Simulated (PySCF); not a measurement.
This script is equivalent to a calculation on Se⁺ (selenium, charge +1).

```python
from pyscf import gto, scf, dft, mp, cc
import basis_set_exchange as bse
mol = gto.M(atom="Se 0 0 0", charge=1, spin=3, symmetry="D2h",
            basis=gto.basis.parse(bse.get_basis("x2c-QZVPPall", elements=["Se"], fmt="nwchem")),
            nucmod="G")
mf = dft.UKS(mol, xc="CAMB3LYP").sfx2c1e()
mf.irrep_nelec = {'Ag': (6, 6), 'B1g': (1, 1), 'B2g': (1, 1), 'B3g': (1, 1), 'B1u': (3, 2), 'B2u': (3, 2), 'B3u': (3, 2)}
mf.kernel()
```

**Question.** What total energy does it give?

**Answer.** -2429.687 hartree (calculated).

**Question.** Which occupied shell lies highest, and where?

**Answer.** 4p α, at -19.077 eV.

**Question.** What is ⟨S²⟩, and what would a pure spin state give?

**Answer.** 3.750, against 3.75.
